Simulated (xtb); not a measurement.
H2O4W, triplet, from a rough starting geometry (GFN-xTB shapes and energies of metal compounds can be far from the true ones) (the multiplicity is a formal guess); GFN2-xTB in xtb 6.7.1.

Here is a job for xtb.
```
$ xtb mol.xyz --gfn 2 --uhf 2 --opt vtight --json

# file mol.xyz
7

W      0.48096953     0.00742188     0.05061228
O      1.54195044     0.71363041    -0.94202288
O      1.25448203    -0.77359063     1.38239600
O     -0.50205679    -1.24261685    -0.94006171
H     -0.77225911    -2.01070589    -1.53942139
O     -0.81551600     1.27525161     0.76649846
H     -1.18884276     1.96614433     1.27983824
```

**Question.** Write the output that xtb gives for this input, abridged.

**Answer.** 
```
   ID    Z sym.   atoms
    1   74 W      1
    2    8 O      2-4, 6
    3    1 H      5, 7

           -------------------------------------------------
          |                Calculation Setup                |
           -------------------------------------------------

           -------------------------------------------------
          |                 G F N 2 - x T B                 |
           -------------------------------------------------

          ...................................................
          :                      SETUP                      :
          :.................................................:
          :  # basis functions                  28          :
          :  # atomic orbitals                  27          :
          :  # shells                           13          :
          :  # electrons                        32          :
          :  max. iterations                   250          :
          :  Hamiltonian                  GFN2-xTB          :
          :  restarted?                      false          :
          :  GBSA solvation                  false          :
          :  PC potential                    false          :
          :  electronic temp.          300.0000000     K    :
          :  accuracy                    1.0000000          :
          :  -> integral cutoff          0.2500000E+02      :
          :  -> integral neglect         0.1000000E-07      :
          :  -> SCF convergence          0.1000000E-05 Eh   :
          :  -> wf. convergence          0.1000000E-03 e    :
          :  Broyden damping             0.4000000          :
          :  net charge                          0          :
          :  unpaired electrons                  2          :
          ...................................................

 iter      E             dE          RMSdq      gap      omega  full diag
   1     -6.9484272 -0.694843E+01  0.263E+01    0.57       0.0  T
   2    -11.5407870 -0.459236E+01  0.270E+01    3.22       1.0  T
   3    -16.7567519 -0.521596E+01  0.172E+01    0.48       1.0  T
   4    -17.4672338 -0.710482E+00  0.144E+01    0.25       1.0  T
   5    -17.9154931 -0.448259E+00  0.130E+01    0.15       1.0  T
   6    -18.4265654 -0.511072E+00  0.131E+01    0.22       1.0  T
   7    -19.4786458 -0.105208E+01  0.599E+00    0.40       1.0  T
   8    -19.6369769 -0.158331E+00  0.431E+00    0.42       1.0  T
   9    -19.6582740 -0.212971E-01  0.233E+00    0.51       1.0  T
  10    -19.6135292  0.447447E-01  0.347E+00    0.50       1.0  T
  11    -19.6744659 -0.609366E-01  0.114E+00    0.51       1.0  T
  12    -19.6727077  0.175819E-02  0.118E+00    0.49       1.0  T
  13    -19.6760248 -0.331707E-02  0.812E-01    0.49       1.0  T
  14    -19.6783412 -0.231648E-02  0.663E-01    0.49       1.0  T
  15    -19.6801948 -0.185355E-02  0.558E-01    0.48       1.0  T
  16    -19.6808388 -0.643964E-03  0.452E-01    0.47       1.0  T
  17    -19.6778187  0.302010E-02  0.599E-01    0.47       1.0  T
  18    -19.6811973 -0.337868E-02  0.285E-01    0.46       1.0  T
  19    -19.6813438 -0.146417E-03  0.328E-01    0.45       1.0  T
  20    -19.6818786 -0.534888E-03  0.155E-01    0.45       1.0  T
  21    -19.6819346 -0.559438E-04  0.108E-01    0.46       1.0  T
  22    -19.6820061 -0.714747E-04  0.500E-02    0.46       1.0  T
  23    -19.6820222 -0.161056E-04  0.151E-02    0.46       2.5  T
  24    -19.6820216  0.540141E-06  0.130E-02    0.46       2.9  T
  25    -19.6820225 -0.904655E-06  0.686E-03    0.46       5.5  T
  26    -19.6820229 -0.383588E-06  0.215E-03    0.46      17.6  T
  27    -19.6820230 -0.355445E-07  0.526E-04    0.46      71.9  T
  28    -19.6820229  0.848431E-09  0.436E-04    0.46      86.7  T

   *** convergence criteria satisfied after 28 iterations ***

 transition dipole moment (au) for excitation:          16          17
     X       Y       Z
  -0.0228  -0.1404   0.2280  total (au/Debye):    0.269   0.683
 dE (eV)             :    5.606
 oscillator strength :  0.14024E-01

         :::::::::::::::::::::::::::::::::::::::::::::::::::::
         ::                     SUMMARY                     ::
         :::::::::::::::::::::::::::::::::::::::::::::::::::::
         :: total energy             -19.590200216314 Eh    ::
         :: gradient norm              0.155286568202 Eh/a0 ::
         :: HOMO-LUMO gap              0.458345790324 eV    ::
         ::.................................................::
         :: SCC energy               -19.682020017209 Eh    ::
         :: -> isotropic ES            0.037706183208 Eh    ::
         :: -> anisotropic ES          0.000200939566 Eh    ::
         :: -> anisotropic XC         -0.000911456438 Eh    ::
         :: -> dispersion             -0.003932405897 Eh    ::
         :: repulsion energy           0.091819800894 Eh    ::
         :: add. restraining           0.000000000000 Eh    ::
         :: total charge               0.000000000108 e     ::
         :::::::::::::::::::::::::::::::::::::::::::::::::::::

      -----------------------------------------------------------
     |                   =====================                   |
     |                        A N C O P T                        |
     |                   =====================                   |
     |               Approximate Normal Coordinate               |
     |                Rational Function Optimizer                |
      -----------------------------------------------------------
      -----------------------------------------------------------
     |                   =====================                   |
     |                        A N C O P T                        |
     |                   =====================                   |
     |               Approximate Normal Coordinate               |
     |                Rational Function Optimizer                |
      -----------------------------------------------------------

[...]
 * total energy  :   -19.6610346 Eh     change       -0.2360703E-05 Eh
 * total energy  :   -19.6610359 Eh     change       -0.1387498E-05 Eh
 * total energy  :   -19.6610366 Eh     change       -0.6990694E-06 Eh
 * total energy  :   -19.6610370 Eh     change       -0.3476307E-06 Eh
 * total energy  :   -19.6610375 Eh     change       -0.5523384E-06 Eh
 * total energy  :   -19.6610384 Eh     change       -0.8206646E-06 Eh
 * total energy  :   -19.6610396 Eh     change       -0.1214479E-05 Eh
 * total energy  :   -19.6610412 Eh     change       -0.1613695E-05 Eh
 * total energy  :   -19.6610427 Eh     change       -0.1514197E-05 Eh
 * total energy  :   -19.6610435 Eh     change       -0.8118187E-06 Eh
 * total energy  :   -19.6610436 Eh     change       -0.6046115E-07 Eh
 * total energy  :   -19.6610437 Eh     change       -0.1539076E-06 Eh
 * total energy  :   -19.6610437 Eh     change       -0.5751790E-08 Eh
   *** GEOMETRY OPTIMIZATION CONVERGED AFTER 43 ITERATIONS ***
[...]

   *** convergence criteria satisfied after 4 iterations ***

 transition dipole moment (au) for excitation:          16          17
     X       Y       Z
   0.0260  -0.0203  -0.1699  total (au/Debye):    0.173   0.440
 dE (eV)             :    1.604
 oscillator strength :  0.16640E-02

         :::::::::::::::::::::::::::::::::::::::::::::::::::::
         ::                     SUMMARY                     ::
         :::::::::::::::::::::::::::::::::::::::::::::::::::::
         :: total energy             -19.661043736713 Eh    ::
         :: gradient norm              0.000069182103 Eh/a0 ::
         :: HOMO-LUMO gap              2.882168738656 eV    ::
         ::.................................................::
         :: SCC energy               -19.732102969956 Eh    ::
         :: -> isotropic ES            0.007002886522 Eh    ::
         :: -> anisotropic ES          0.001861005088 Eh    ::
         :: -> anisotropic XC         -0.001147150903 Eh    ::
         :: -> dispersion             -0.003952105999 Eh    ::
         :: repulsion energy           0.071059233243 Eh    ::
         :: add. restraining           0.000000000000 Eh    ::
         :: total charge              -0.000000000000 e     ::
         :::::::::::::::::::::::::::::::::::::::::::::::::::::

           -------------------------------------------------
          |                Property Printout                |
           -------------------------------------------------

    * Orbital Energies and Occupations

         #    Occupation            Energy/Eh            Energy/eV
      -------------------------------------------------------------
         1        2.0000           -0.7709775             -20.9794
       ...           ...                  ...                  ...
         5        2.0000           -0.6007154             -16.3463
         6        2.0000           -0.5654786             -15.3875
         7        2.0000           -0.5425263             -14.7629
         8        2.0000           -0.4989963             -13.5784
         9        2.0000           -0.4846529             -13.1881
        10        2.0000           -0.4840347             -13.1713
        11        2.0000           -0.4702077             -12.7950
        12        2.0000           -0.4700401             -12.7904
        13        2.0000           -0.4542105             -12.3597
        14        2.0000           -0.4432491             -12.0614
        15        2.0000           -0.4419626             -12.0264
        16        1.0000           -0.4167612             -11.3407
        17        1.0000           -0.3578192              -9.7368 (HOMO)
        18                         -0.2519015              -6.8546 (LUMO)
        19                         -0.2413439              -6.5673
        20                         -0.1856575              -5.0520
        21                         -0.1137893              -3.0964
        22                          0.0370758               1.0089
        23                          0.0606758               1.6511
        24                          0.3373953               9.1810
        25                          0.4264080              11.6032
        26                          0.4895571              13.3215
        27                          0.5882156              16.0062
      -------------------------------------------------------------
                  HL-Gap            0.1059178 Eh            2.8822 eV
             Fermi-level           -0.3670566 Eh           -9.9881 eV

     #   Z          covCN         q      C6AA      α(0)
     1  74 W        3.314     1.132   384.310    43.237
     2   8 O        0.830    -0.410    21.899     6.273
     3   8 O        0.830    -0.410    21.898     6.273
     4   8 O        1.632    -0.497    22.836     6.450
     5   1 H        0.805     0.341     0.610     1.227
     6   8 O        1.632    -0.497    22.835     6.450
     7   1 H        0.805     0.341     0.610     1.227

 Mol. C6AA /au·bohr⁶  :       1553.200968
 Mol. C8AA /au·bohr⁸  :     112090.272102
 Mol. α(0) /au        :         71.137692

Wiberg/Mayer (AO) data.
largest (>0.10) Wiberg bond orders for each atom

 ---------------------------------------------------------------------------
     #   Z sym  total        # sym  WBO       # sym  WBO       # sym  WBO
 ---------------------------------------------------------------------------
     1  74 W    5.688 --     2 O    1.610     3 O    1.610     6 O    1.197
                             4 O    1.196
     2   8 O    2.179 --     1 W    1.610     3 O    0.415
     3   8 O    2.179 --     1 W    1.610     2 O    0.415
     4   8 O    2.250 --     1 W    1.196     5 H    0.837
     5   1 H    0.884 --     4 O    0.837
     6   8 O    2.250 --     1 W    1.197     7 H    0.837
     7   1 H    0.884 --     6 O    0.837
 ---------------------------------------------------------------------------

Topologies differ in total number of bonds
Writing topology from bond orders to xtbtopo.mol

molecular dipole:
                 x           y           z       tot (Debye)
 q only:       -1.781       0.015      -0.275
   full:       -2.406       0.020      -0.371       6.187
molecular quadrupole (traceless):
                xx          xy          yy          xz          yz          zz
 q only:       -6.888      -0.156       4.623      -1.478       1.936       2.265
  q+dip:       -8.062      -0.273       4.989      -1.800       2.883       3.073
   full:       -8.355      -0.337       4.764      -1.925       3.300       3.591

optimized geometry written to: xtbopt.xyz

           -------------------------------------------------
          | TOTAL ENERGY              -19.661043736713 Eh   |
          | GRADIENT NORM               0.000069182103 Eh/α |
          | HOMO-LUMO GAP               2.882168738656 eV   |
           -------------------------------------------------

normal termination of xtb
```
